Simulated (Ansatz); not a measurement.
TiF₃⁺. Total charge 1; triplet. Geometry PBE-D4/def2-TZVP, that of the neutral doublet; atoms count from 1.

```xyz
4

Ti    0.000    0.000   -0.001
F     1.390    0.075   -1.106
F    -0.166   -1.364    1.129
F    -1.224    1.289   -0.022
```

At PBE0-D4/def2-TZVP a singlet of charge 1 lies 4.93 eV below the triplet, each at its own geometry.

(1) Estimate the Mulliken populations from the PBE0/def2-TZVP orbitals of Ansatz.

(2) Where does the spin sit?

(3) And the Mayer bond orders between bonded heavy atoms (over 0.3)?

Results:

(1) 
```csv
atom,charge (e),spin (α − β),d electrons
Ti1,1.63,0.89,2.00
F2,-0.21,0.37,–
F3,-0.21,0.37,–
F4,-0.21,0.37,–
```
Mulliken values and Mayer orders depend strongly on the basis.

(2) Summed by element: Ti 0.89, F 1.11, of 2 unpaired in all. Largest on single atoms: Ti1 0.89, F3 0.37, F4 0.37.

(3) Ti1–F2 0.80 (1.78 Å); Ti1–F3 0.80 (1.78 Å); Ti1–F4 0.80 (1.78 Å).
